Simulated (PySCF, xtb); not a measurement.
C2H3O3, SMILES COC([O])=O (connectivity only; charge and spin as stated), charge -1, multiplicity 1.

Harmonic wavenumbers (cm⁻¹) from GFN2-xTB (xtb) at its own minimum, in rising order: 128, 133, 328, 509, 625, 735, 738, 1080, 1142, 1148, 1305, 1390, 1480, 1501, 1905, 2834, 2868, 2893.

Problem. What does B3LYP-D3(BJ)/def2-SVPD in PySCF give at its own minimum? (The exact figures need the calculation; the answer reports its results.)

Solution. 119, 168, 318, 556, 660, 815, 820, 1108, 1169, 1184, 1303, 1434, 1440, 1471, 1783, 2971, 3028, 3044. Paired by order, the mean absolute difference is 60 cm⁻¹ and the zero-point energies are 32.5 and 33.4 kcal/mol.
